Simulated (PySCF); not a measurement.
**Adding and removing an electron: NaPb**

UHF; Na def2-SVPD, Pb def2-SVPD with ECP60; scalar-relativistic core potentials (PySCF 2.14). Neutral (UHF): quartet (σ ↑, π ↑↑), Re = 3.021 Å, ωe = 163 cm⁻¹, De = 0.71 eV, HOMO -5.78 eV, LUMO -0.40 eV.

NaPb⁺ (UHF): triplet (σ ↑, π ↑), Re = 3.552 Å, ωe = 97.0 cm⁻¹. The energies at the minima are -353.65240 hartree for NaPb and -353.46689 for NaPb⁺.

**Question.** Work out the adiabatic ionisation energy, without and with harmonic zero-point energies (1 hartree = 27.2114 eV, 1 eV = 8065.5 cm⁻¹), and the change of the bond length.

**Answer.** At UHF: 0.18551 hartree = 5.048 eV between the minima; the zero-point term (97.0 − 163.0)/2 cm⁻¹ = -0.004 eV makes it 5.044 eV. Re changes by +53.1 pm against the neutral. The electron leaves a π orbital, and the ion is left as a loose complex of an ion and an atom.

Spin–orbit coupling is left out, which matters for elements this heavy, above all for dissociation energies. Hartree–Fock leaves out correlation, which carries a large part of most bond energies and some tenths to 1 eV of ionisation energies. States were picked by a PBE0 search and need not be the measured ground states.
